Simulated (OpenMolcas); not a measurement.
**Ru3+ in MgO: curves along the breathing mode**

Ru3+ with its 6 nearest oxide ions, on the Mg site of MgO (a = 4.2112 Å, distance in the model lattice 2.106 Å). The rest of the host is ab initio model potentials to 7.6 Å, with orthogonalisation functions on the cations behind the ligands, and point charges beyond; the distance is set by hand and nothing relaxes, and no local charge compensation is placed. Ligand basis ANO-RCC-VDZP.

| Quantity | Value |
| --- | --- |
| Program | OpenMolcas 26.06 |
| Method | SS-CASPT2, IPEA 0.25 Eh, imaginary shift 0.1 Eh (closed shells correlated: 4s 4p and the ligand valence shells) |
| Basis | ANO-RCC-VDZP [6s5p3d1f] |
| Scalar Hamiltonian | DKH2, point nucleus |
| Active space | 5 electrons in 5 orbitals (4d) |
| State averaging | 2S+1 = 6 even, 1 root; 2S+1 = 4 even, 24 roots; 2S+1 = 2 even, 75 roots |
| Spin-orbit coupling | RASSI with atomic mean-field integrals over the reference wave functions |

Spin-free energies (labels of O, the rotations of Oh) in cm-1 above the lowest fitted minimum, as all ligands move together:

```json
{"R (Å)": "1.939", "2T2": "7790", "2A2": "37120", "2E": "40410", "6A1": "47580", "2A1": "47310", "2E(2)": "53760", "4E": "62760"}
{"R (Å)": "1.985", "2T2": "2260", "2A2": "29320", "2E": "32600", "6A1": "37680", "2A1": "39540", "2E(2)": "45700", "4E": "52690"}
{"R (Å)": "2.03", "2T2": "120", "2A2": "25150", "2E": "28470", "6A1": "31920", "2A1": "35410", "2E(2)": "41310", "4E": "46700"}
{"R (Å)": "2.076", "2T2": "760", "2A2": "24080", "2E": "27360", "6A1": "29570", "2A1": "34290", "2E(2)": "39910", "4E": "44030"}
{"R (Å)": "2.122", "2T2": "3910", "2A2": "25720", "2E": "29000", "6A1": "30360", "2A1": "35890", "2E(2)": "41270", "4E": "44380"}
{"R (Å)": "2.167", "2T2": "9160", "2A2": "29720", "2E": "32970", "6A1": "33880", "2A1": "39810", "2E(2)": "44990", "4E": "47380"}
{"R (Å)": "2.213", "2T2": "16450", "2A2": "36010", "2E": "39270", "6A1": "40040", "2A1": "46010", "2E(2)": "51010", "4E": "52920"}
```

Cubic fits give the following; the wavenumber is harmonic, with the mass of all moving ligands, small differences in it between states hang on the degree of the fit, a number in brackets counts states of one label, and the table is a selection of at most 14 states with clean curves.

| State | R0 (Å) | Breathing mode (cm-1) | Minimum (cm-1) |
| --- | --- | --- | --- |
| 2T2 | 2.042 | 684 | 0 |
| 2A2 | 2.071 | 689 | 24010 |
| 2E | 2.071 | 689 | 27300 |
| 6A1 | 2.086 | 721 | 29450 |
| 2A1 | 2.071 | 685 | 34230 |
| 2E(2) | 2.075 | 684 | 39880 |
| 4E | 2.093 | 704 | 43780 |
| 4E(2) | 2.093 | 704 | 46750 |
| 2A1(2) | 2.098 | 693 | 49450 |
| 2E(3) | 2.096 | 697 | 52440 |
| 2E(4) | 2.095 | 696 | 58280 |
| 2E(5) | 2.097 | 689 | 64610 |
| 2A2(2) | 2.117 | 713 | 81410 |
| 2E(6) | 2.118 | 708 | 85020 |

The minimum of 2A2 is shifted by +0.0282 Å against 2T2 (from the unrounded fits). With M = 96.0 u for the moving shell, the Huang-Rhys factor in this mode is S = M ω ΔR² / 2ħ = 0.01483 × 96.0 × 684 × 0.0282² = 0.77. Only the first shell moves, against a rigid host.

Roots that are degenerate in the reference are averaged as groups; the widest CASPT2 spread within a group is 990 cm-1 (the 3-fold group of multiplicity 4 near 73600 cm-1 above the lowest state of its run, R = 2.167). Shifts and gaps below about the spread of the groups concerned are not significant. Over all roots computed the reference weight is 0.68 to 0.70 in R = 1.939, 0.68 to 0.70 in R = 1.985, 0.68 to 0.70 in R = 2.03, 0.68 to 0.70 in R = 2.076, 0.67 to 0.69 in R = 2.122, 0.67 to 0.69 in R = 2.167, 0.66 to 0.69 in R = 2.213; a low but even weight reflects the number of correlated electrons. An orbital triplet at a regular site is open to Jahn-Teller coupling, which can distort the site and quench the lowest spin-orbit gaps and is left out. Ligand-to-metal charge-transfer states are missing. With no ligand orbital active B as a rule stays too high, so bands that hang on it stand too high and its fall with covalency is understated. With one d shell and no ligand orbital active, 10Dq can be off by a tenth or more. The least metal-like active orbital is 73 % on the metal (Löwdin) and no ligand orbital is active, so the numbers are rough (holds for R = 1.939; R = 1.985; R = 2.167; R = 2.213). The least metal-like active orbital is 74 % on the metal (Löwdin) and no ligand orbital is active, so the numbers are rough (holds for R = 2.03; R = 2.076; R = 2.122). No measured value stands beside these numbers.
